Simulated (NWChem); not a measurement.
System: C5H8; SMILES C1=CCCC1

NWChem printed, in part:

```
             Northwest Computational Chemistry Package (NWChem) 7.3.0
             --------------------------------------------------------

                             Geometry "geometry" -> ""
                             -------------------------

 Output coordinates in angstroms (scale by  1.889725989 to convert to a.u.)

  No.       Tag          Charge          X              Y              Z
 ---- ---------------- ---------- -------------- -------------- --------------
    1 C                    6.0000     1.07687400     0.05380600     0.66781900
    2 C                    6.0000     1.07687400     0.05380600    -0.66781900
    3 C                    6.0000    -0.31625800    -0.09962200    -1.23718600
    4 C                    6.0000    -1.22826100     0.12441900     0.00000000
    5 C                    6.0000    -0.31625800    -0.09962200     1.23718600
    6 H                    1.0000     1.96359700     0.11459200     1.29349100
    7 H                    1.0000     1.96359700     0.11459200    -1.29349100
    8 H                    1.0000    -0.52943500     0.60984700    -2.04718600
    9 H                    1.0000    -0.44903100    -1.10441800    -1.66748700
   10 H                    1.0000    -1.59080700     1.15858700     0.00000000
   11 H                    1.0000    -2.10808000    -0.52662200     0.00000000
   12 H                    1.0000    -0.44903100    -1.10441800     1.66748700
   13 H                    1.0000    -0.52943500     0.60984700     2.04718600

 Effective nuclear repulsion energy (a.u.)     170.8043526279

                                 NWChem DFT Module
                                 -----------------

 Summary of "ao basis" -> "ao basis" (spherical)
 ------------------------------------------------------------------------------
       Tag                 Description            Shells   Functions and Types
 ---------------- ------------------------------  ------  ---------------------
 C                           6-31g*                  6       14   3s2p1d
 H                           6-31g*                  2        2   2s

 in cosmo_initialize ...
 calling solv_data for solv:h2o

 solvent parameters
 solvname_short: h2o
 solvname_long:  water
 dielec:       78.4000
 dielecinf:     1.7769
 aqueous SMD model solvent descriptors
 dielec:       78.4000
 sola:          0.8200

          ---------------
          -cosmo- solvent
          ---------------
 Cosmo: York-Karplus, doi: 10.1021/jp992097l
 dielectric constant -eps-     =  78.40
 screen = (eps-1)/(eps    )    =   0.98724
 surface charge correction     = lagrangian

   van der Waals surface
 --------------------------

 ---------- ATOMIC COORDINATES (A.U.) ------------ VDWR(ANG.) --
     1    2.03499678    0.10167860    1.26199492     1.850
     2    2.03499678    0.10167860   -1.26199492     1.850
     3   -0.59764096   -0.18825828   -2.33794254     1.850
     4   -2.32107673    0.23511782    0.00000000     1.850
     5   -0.59764096   -0.18825828    2.33794254     1.850
     6    3.71066028    0.21654748    2.44434356     1.200
     7    3.71066028    0.21654748   -2.44434356     1.200
     8   -1.00048708    1.15244372   -3.86862059     1.200
     9   -0.84854555   -2.08704740   -3.15109352     1.200
    10   -3.00618933    2.18941196    0.00000000     1.200
    11   -3.98369356   -0.99517128    0.00000000     1.200
    12   -0.84854555   -2.08704740    3.15109352     1.200
    13   -1.00048708    1.15244372    3.86862059     1.200
 number of segments per atom =        128
 number of   points per atom =        128
 atom (   nspa,  nppa )
 ----------------------
    1 (     50,     0 )       0
    2 (     50,     0 )       0
    3 (     45,     0 )       0
    4 (     40,     0 )       0
    5 (     45,     0 )       0
    6 (     53,     0 )       0
    7 (     53,     0 )       0
    8 (     56,     0 )       0
    9 (     55,     0 )       0
   10 (     56,     0 )       0
   11 (     54,     0 )       0
   12 (     55,     0 )       0
   13 (     56,     0 )       0
 number of -cosmo- surface points =      668
 molecular surface =    111.842 angstrom**2
 molecular volume  =     87.383 angstrom**3
 -lineq- algorithm             =   0
 -bem- low  level              =   3
 -bem- from -octahedral-
 gaussian surface charge width =   4.50000
 degree of switching           =   1.00000
 switching function tolerance  =   0.00010
 atomic radii =
 --------------
    1  6.000  1.850
    2  6.000  1.850
    3  6.000  1.850
    4  6.000  1.850
    5  6.000  1.850
    6  1.000  1.200
    7  1.000  1.200
    8  1.000  1.200
    9  1.000  1.200
   10  1.000  1.200
   11  1.000  1.200
   12  1.000  1.200
   13  1.000  1.200
 ...... end of -cosmo- initialization ......

 nat:                    13
 ixmem:                  9153
 calling mnsol_interface()
 G(SMD-CDS) energy (kcal/mol)  =     2.275
 SMD-CDS SASA (angstrom**2)    =   141.959

            General Information
            -------------------
          SCF calculation type: DFT
          Wavefunction type:  closed shell.
          No. of atoms     :    13
          No. of electrons :    38
           Alpha electrons :    19
            Beta electrons :    19
          Charge           :     0
          Spin multiplicity:     1
          Use of symmetry is: off; symmetry adaption is: off
          Maximum number of iterations: 150
          AO basis - number of functions:    86
                     number of shells:    46
          Convergence on energy requested:  1.00D-06
          Convergence on density requested:  1.00D-05
          Convergence on gradient requested:  5.00D-04

              XC Information
              --------------
                       M06-2X Method XC Functional
                     Hartree-Fock (Exact) Exchange  0.540
                        M06-2X Exchange Functional  1.000
                      M06-2X Correlation Potential  1.000

             Grid Information
             ----------------
          Grid used for XC integration:  medium
          Radial quadrature: Mura-Knowles
          Angular quadrature: Lebedev.
          Tag              B.-S. Rad. Rad. Pts. Rad. Cut. Ang. Pts.
          ---              ---------- --------- --------- ---------
          C                   0.70       49           9.0       434
          H                   0.35       45          11.0       434
          Grid pruning is: on
          Number of quadrature shells:   605
          Spatial weights used:  Erf1

      Superposition of Atomic Density Guess
      -------------------------------------

 Sum of atomic energies:        -192.28713105

      Non-variational initial energy
      ------------------------------

 Total energy =    -195.829017
 1-e energy   =    -594.927177
 2-e energy   =     228.293808
 HOMO         =      -0.263933
 LUMO         =       0.039147

   convergence    iter        energy       DeltaE   RMS-Dens  Diis-err
 ---------------- ----- ----------------- --------- --------- ---------
     COSMO gas phase
 d= 0,ls=0.0,diis     1   -195.1837637190 -3.66D+02  5.32D-03  2.43D-01
 d= 0,ls=0.0,diis     2   -195.2209098666 -3.71D-02  1.42D-03  7.07D-03
 d= 0,ls=0.0,diis     3   -195.2214297031 -5.20D-04  4.42D-04  2.56D-03
 d= 0,ls=0.0,diis     4   -195.2217369833 -3.07D-04  1.35D-04  9.04D-05
 d= 0,ls=0.0,diis     5   -195.2217505643 -1.36D-05  2.07D-05  3.14D-06
 d= 0,ls=0.0,diis     6   -195.2217510034 -4.39D-07  3.06D-06  4.25D-08

   convergence    iter        energy       DeltaE   RMS-Dens  Diis-err
 ---------------- ----- ----------------- --------- --------- ---------
     COSMO solvation phase
 d= 0,ls=0.0,diis     1   -195.2207159854  1.04D-03  1.01D-03  8.72D-04
 d= 0,ls=0.0,diis     2   -195.2209360818 -2.20D-04  1.67D-04  2.87D-04
 d= 0,ls=0.0,diis     3   -195.2209714725 -3.54D-05  8.95D-05  2.27D-05
 d= 0,ls=0.0,diis     4   -195.2209757587 -4.29D-06  9.46D-06  2.89D-07
 d= 0,ls=0.0,diis     5   -195.2209757978 -3.92D-08  2.44D-06  8.09D-08

         Total DFT energy =     -195.220975797819
      One electron energy =     -599.936172817538
           Coulomb energy =      263.715668638739
    Exchange-Corr. energy =      -30.036189404729
 Nuclear repulsion energy =      170.804352627896

             COSMO energy =        0.231365157814

 Numeric. integr. density =       38.000012800072

                                COSMO-SMD solvation results
                                ---------------------------

             internal energy in gas <Psi(g)|H|Psi(g)> =      -195.221751003423
         internal energy in solvent <Psi(s)|H|Psi(s)> =      -195.221458317443
                               delta internal energy  =         0.000292685981 (    0.18 kcal/mol)
   total free energy in solvent <Psi(s)|H+V/2|Psi(s)> =      -195.224600996665
 polarization energy contribution <Psi(s)|V/2|Psi(s)> =        -0.003142679222 (   -1.97 kcal/mol)
    total free energy in solvent including G(SMD-CDS) =      -195.220975797819
                       G(SMD-CDS) energy contribution =         0.003625198845 (    2.27 kcal/mol)
     1 M fixed-concentration free energy of solvation =         0.000775205604 (    0.49 kcal/mol)

                       DFT Final Molecular Orbital Analysis
                       ------------------------------------

 Vector   17  Occ=2.000000D+00  E=-3.992480D-01
              MO Center= -8.0D-01, -6.9D-02,  6.5D-10, r^2= 2.9D+00
   Bfn.  Coefficient  Atom+Function         Bfn.  Coefficient  Atom+Function
  ----- ------------  ---------------      ----- ------------  ---------------
    46      0.261680   4 C  py               81     -0.234080  11 H  s
    45      0.224643   4 C  px               82     -0.216868  11 H  s
     3      0.145699   1 C  px               17      0.145699   2 C  px
    50      0.145219   4 C  py               31     -0.134889   3 C  px
    59     -0.134889   5 C  px               79      0.134068  10 H  s

 Vector   18  Occ=2.000000D+00  E=-3.921781D-01
              MO Center= -3.2D-01,  4.8D-02,  2.4D-08, r^2= 2.9D+00
   Bfn.  Coefficient  Atom+Function         Bfn.  Coefficient  Atom+Function
  ----- ------------  ---------------      ----- ------------  ---------------
    47      0.365715   4 C  pz               31      0.220974   3 C  px
    59     -0.220974   5 C  px               33     -0.207073   3 C  pz
    61     -0.207073   5 C  pz               51      0.196493   4 C  pz
     3      0.138025   1 C  px               17     -0.138025   2 C  px
    35      0.125306   3 C  px               63     -0.125306   5 C  px

 Vector   19  Occ=2.000000D+00  E=-2.939799D-01
              MO Center=  6.7D-01, -6.9D-03, -2.0D-09, r^2= 2.6D+00
   Bfn.  Coefficient  Atom+Function         Bfn.  Coefficient  Atom+Function
  ----- ------------  ---------------      ----- ------------  ---------------
     4      0.349570   1 C  py               18      0.349570   2 C  py
     8      0.276710   1 C  py               22      0.276710   2 C  py
    78      0.142622   9 H  s                84      0.142622  12 H  s
    32     -0.138974   3 C  py               60     -0.138974   5 C  py
    77      0.116783   9 H  s                83      0.116783  12 H  s

 Vector   20  Occ=0.000000D+00  E= 6.783495D-02
              MO Center=  9.3D-01,  2.3D-02,  1.7D-09, r^2= 2.5D+00
   Bfn.  Coefficient  Atom+Function         Bfn.  Coefficient  Atom+Function
  ----- ------------  ---------------      ----- ------------  ---------------
     8      0.642755   1 C  py               22     -0.642755   2 C  py
     4      0.397325   1 C  py               18     -0.397325   2 C  py
    78     -0.241017   9 H  s                84      0.241017  12 H  s
    76      0.139150   8 H  s                86     -0.139150  13 H  s
    51     -0.138400   4 C  pz               77     -0.081837   9 H  s

 Vector   21  Occ=0.000000D+00  E= 1.443824D-01
              MO Center= -7.7D-01,  2.1D-01,  3.9D-08, r^2= 6.1D+00
   Bfn.  Coefficient  Atom+Function         Bfn.  Coefficient  Atom+Function
  ----- ------------  ---------------      ----- ------------  ---------------
    48      1.174714   4 C  s                34      0.947698   3 C  s
    62      0.947698   5 C  s                80     -0.926105  10 H  s
    76     -0.786598   8 H  s                86     -0.786598  13 H  s
    82     -0.648400  11 H  s                78     -0.596832   9 H  s
    84     -0.596832  12 H  s                37     -0.424729   3 C  pz

 Vector   22  Occ=0.000000D+00  E= 1.705267D-01
              MO Center= -1.0D+00, -2.5D-01, -2.6D-08, r^2= 5.0D+00
   Bfn.  Coefficient  Atom+Function         Bfn.  Coefficient  Atom+Function
  ----- ------------  ---------------      ----- ------------  ---------------
    82      1.031338  11 H  s                78      0.829858   9 H  s
    84      0.829858  12 H  s                80     -0.760997  10 H  s
    76     -0.603115   8 H  s                86     -0.603115  13 H  s
    36      0.582028   3 C  py               64      0.582028   5 C  py
    50      0.542250   4 C  py               49      0.461732   4 C  px

     Multipole analysis of the density
     ---------------------------------

     L   x y z        total         alpha         beta         nuclear
     -   - - -        -----         -----         ----         -------
     0   0 0 0     -0.000000    -19.000000    -19.000000     38.000000

     1   1 0 0     -0.082910     -0.069046     -0.069046      0.055182
     1   0 1 0     -0.036491     -0.083185     -0.083185      0.129879
     1   0 0 1      0.000000      0.000000      0.000000     -0.000000

     2   2 0 0    -22.687343    -82.439681    -82.439681    142.192019
     2   1 1 0      0.120283     -0.332057     -0.332057      0.784397
     2   1 0 1      0.000000      0.000000      0.000000      0.000000
     2   0 2 0    -23.972174    -21.049338    -21.049338     18.126502
     2   0 1 1     -0.000000     -0.000000     -0.000000      0.000000
     2   0 0 2    -22.145760    -84.294950    -84.294950    146.444140
```

Level: M06-2X/6-31G* (spherical d), SMD on the gas-phase geometry. All runs use the structure optimised with B3LYP/6-31G* (spherical d). Solvent: water.

**Question.** Which NWChem input produces such a log?

**Answer.** Several could match; the one computed here: the input that was run:
```
start job
memory heap 200 mb stack 900 mb global 1100 mb
geometry units angstroms noautosym nocenter noautoz
  C      1.076874     0.053806     0.667819
  C      1.076874     0.053806    -0.667819
  C     -0.316258    -0.099622    -1.237186
  C     -1.228261     0.124419     0.000000
  C     -0.316258    -0.099622     1.237186
  H      1.963597     0.114592     1.293491
  H      1.963597     0.114592    -1.293491
  H     -0.529435     0.609847    -2.047186
  H     -0.449031    -1.104418    -1.667487
  H     -1.590807     1.158587     0.000000
  H     -2.108080    -0.526622     0.000000
  H     -0.449031    -1.104418     1.667487
  H     -0.529435     0.609847     2.047186
end
basis spherical
  * library 6-31g*
end
dft
  xc m06-2x
  iterations 150
end
cosmo
  do_cosmo_smd true
  solvent water
end
task dft energy
```
